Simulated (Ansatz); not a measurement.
Start from `B[SiH2][SbH][CH3]` and change one element to get `B[SiH2][AsH]C`.

Ansatz, PBE0-D4/def2-TZVP geometries, multiplicity 1. Each molecule was computed in one conformer, which needn't be the lowest.

Elements past krypton have def2 core potentials. Scalar relativity is left out up to krypton.

```json
{"property": "LUMO energy (ωB97M-V/def2-TZVPP) / eV", "`B[SiH2][SbH][CH3]`": "0.30"}
{"property": "HOMO energy (ωB97M-V/def2-TZVPP) / eV", "`B[SiH2][SbH][CH3]`": "-8.39"}
{"property": "size of the dipole moment (ωB97M-V/def2-TZVPP) / D", "`B[SiH2][SbH][CH3]`": "2.37"}
{"property": "HOMO–LUMO gap (PBE/def2-TZVPP) / eV", "`B[SiH2][SbH][CH3]`": "3.39"}
{"property": "LUMO energy (B3LYP/def2-TZVPP) / eV", "`B[SiH2][SbH][CH3]`": "-1.64"}
{"property": "size of the dipole moment (PBE/def2-TZVPP) / D", "`B[SiH2][SbH][CH3]`": "2.34"}
```

Problem. Give the same properties after the change, and the shifts. (Estimate.)

Solution. Computed: 
```csv
property,`B[SiH2][AsH]C`,shift
LUMO energy (ωB97M-V/def2-TZVPP) / eV,-0.58,-0.88
HOMO energy (ωB97M-V/def2-TZVPP) / eV,-9.05,-0.66
size of the dipole moment (ωB97M-V/def2-TZVPP) / D,0.89,-1.48
HOMO–LUMO gap (PBE/def2-TZVPP) / eV,2.67,-0.72
LUMO energy (B3LYP/def2-TZVPP) / eV,-2.64,-1.00
size of the dipole moment (PBE/def2-TZVPP) / D,0.99,-1.35
```

With PBE0 the HOMO falls by 0.55 eV and the LUMO falls by 1.03 eV, so the gap narrows by about 0.48 eV. PBE moves the HOMO by -0.48 eV and ωB97M-V by -0.66 eV. Dipoles are sizes alone; their direction can turn.

B3LYP here is the variant with VWN-RPA as its local correlation; programs differ in this.

Spin–orbit coupling is left out; it splits and shifts lone-pair levels of the heavy atoms by tenths of an eV.
